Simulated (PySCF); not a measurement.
**Two-component Hartree-Fock for Hg⁺ (mercury, charge +1)**

Start: [Xe] 4f14 5d10 6s1; 6s1/2 filled at m_j = +1/2. Calculated with PySCF 2.14 in x2c-QZVPPall-2c: generalised Hartree-Fock with the X2C-1e Hamiltonian and a Gaussian nucleus; one run each with spin-orbit coupling (SO) switched off, then screened by Boettger's factors.

```json
{"spinor shell": "1s1/2", "electrons": "2", "ε, spin-free (eV)": "-83581.0", "ε, screened SO (eV)": "-83547.8", "weight of nominal j (screened SO)": "1.000", "rms radius, screened SO (bohr)": "0.0187"}
{"spinor shell": "2s1/2", "electrons": "2", "ε, spin-free (eV)": "-14975.5", "ε, screened SO (eV)": "-14965.1", "weight of nominal j (screened SO)": "1.000", "rms radius, screened SO (bohr)": "0.0755"}
{"spinor shell": "2p1/2", "electrons": "2", "ε, spin-free (eV)": "-12929.2", "ε, screened SO (eV)": "-14335.1", "weight of nominal j (screened SO)": "1.000", "rms radius, screened SO (bohr)": "0.0639"}
{"spinor shell": "2p3/2", "electrons": "4", "ε, spin-free (eV)": "-12929.2", "ε, screened SO (eV)": "-12381.4", "weight of nominal j (screened SO)": "1.000", "rms radius, screened SO (bohr)": "0.0720"}
{"spinor shell": "3s1/2", "electrons": "2", "ε, spin-free (eV)": "-3630.6", "ε, screened SO (eV)": "-3627.4", "weight of nominal j (screened SO)": "1.000", "rms radius, screened SO (bohr)": "0.193"}
{"spinor shell": "3p1/2", "electrons": "2", "ε, spin-free (eV)": "-3030.0", "ε, screened SO (eV)": "-3344.5", "weight of nominal j (screened SO)": "1.000", "rms radius, screened SO (bohr)": "0.184"}
{"spinor shell": "3p3/2", "electrons": "4", "ε, spin-free (eV)": "-3030.0", "ε, screened SO (eV)": "-2905.2", "weight of nominal j (screened SO)": "1.000", "rms radius, screened SO (bohr)": "0.201"}
{"spinor shell": "3d3/2", "electrons": "4", "ε, spin-free (eV)": "-2387.4", "ε, screened SO (eV)": "-2442.4", "weight of nominal j (screened SO)": "1.000", "rms radius, screened SO (bohr)": "0.176"}
{"spinor shell": "3d5/2", "electrons": "6", "ε, spin-free (eV)": "-2387.4", "ε, screened SO (eV)": "-2348.5", "weight of nominal j (screened SO)": "1.000", "rms radius, screened SO (bohr)": "0.180"}
{"spinor shell": "4s1/2", "electrons": "2", "ε, spin-free (eV)": "-842.87", "ε, screened SO (eV)": "-841.94", "weight of nominal j (screened SO)": "1.000", "rms radius, screened SO (bohr)": "0.424"}
{"spinor shell": "4p1/2", "electrons": "2", "ε, spin-free (eV)": "-642.57", "ε, screened SO (eV)": "-719.52", "weight of nominal j (screened SO)": "1.000", "rms radius, screened SO (bohr)": "0.429"}
{"spinor shell": "4p3/2", "electrons": "4", "ε, spin-free (eV)": "-642.57", "ε, screened SO (eV)": "-611.94", "weight of nominal j (screened SO)": "1.000", "rms radius, screened SO (bohr)": "0.463"}
{"spinor shell": "4d3/2", "electrons": "4", "ε, spin-free (eV)": "-399.59", "ε, screened SO (eV)": "-411.67", "weight of nominal j (screened SO)": "1.000", "rms radius, screened SO (bohr)": "0.475"}
{"spinor shell": "4d5/2", "electrons": "6", "ε, spin-free (eV)": "-399.59", "ε, screened SO (eV)": "-391.01", "weight of nominal j (screened SO)": "1.000", "rms radius, screened SO (bohr)": "0.486"}
{"spinor shell": "5s1/2", "electrons": "2", "ε, spin-free (eV)": "-147.65", "ε, screened SO (eV)": "-147.53", "weight of nominal j (screened SO)": "1.000", "rms radius, screened SO (bohr)": "0.971"}
{"spinor shell": "4f5/2", "electrons": "6", "ε, spin-free (eV)": "-128.46", "ε, screened SO (eV)": "-130.65", "weight of nominal j (screened SO)": "1.000", "rms radius, screened SO (bohr)": "0.523"}
{"spinor shell": "4f7/2", "electrons": "8", "ε, spin-free (eV)": "-128.46", "ε, screened SO (eV)": "-126.23", "weight of nominal j (screened SO)": "1.000", "rms radius, screened SO (bohr)": "0.529"}
{"spinor shell": "5p1/2", "electrons": "2", "ε, spin-free (eV)": "-91.508", "ε, screened SO (eV)": "-105.20", "weight of nominal j (screened SO)": "1.000", "rms radius, screened SO (bohr)": "1.05"}
{"spinor shell": "5p3/2", "electrons": "4", "ε, spin-free (eV)": "-91.508", "ε, screened SO (eV)": "-86.182", "weight of nominal j (screened SO)": "1.000", "rms radius, screened SO (bohr)": "1.15"}
{"spinor shell": "5d3/2", "electrons": "4", "ε, spin-free (eV)": "-25.318", "ε, screened SO (eV)": "-26.620", "weight of nominal j (screened SO)": "0.995", "rms radius, screened SO (bohr)": "1.53"}
{"spinor shell": "5d5/2", "electrons": "6", "ε, spin-free (eV)": "-25.318", "ε, screened SO (eV)": "-24.465", "weight of nominal j (screened SO)": "0.997", "rms radius, screened SO (bohr)": "1.60"}
{"spinor shell": "6s1/2", "electrons": "1", "ε, spin-free (eV)": "-17.397", "ε, screened SO (eV)": "-17.426", "weight of nominal j (screened SO)": "1.000", "rms radius, screened SO (bohr)": "2.78"}
```

```csv
quantity,spin-free,screened SO
E (hartree),-19607.53885,-19639.73933
M_J,1/2,1/2
⟨J²⟩,0.752,0.752
⟨L²⟩,0.000,0.189
⟨S²⟩,0.752,0.941
```

Each row is a mean over spinors that exchange with the open shell spreads, by up to 0.347 eV (5d5/2).

Breit and QED terms are absent; they matter most for the inner s and p1/2 levels.

Densities and radii are taken from the X2C orbitals without a picture-change correction, which distorts them close to the nucleus.

Without spin-orbit coupling the j labels of p, d and f shells carry no meaning; the spin-free column gives the mean over the occupied spinors of each nl shell.
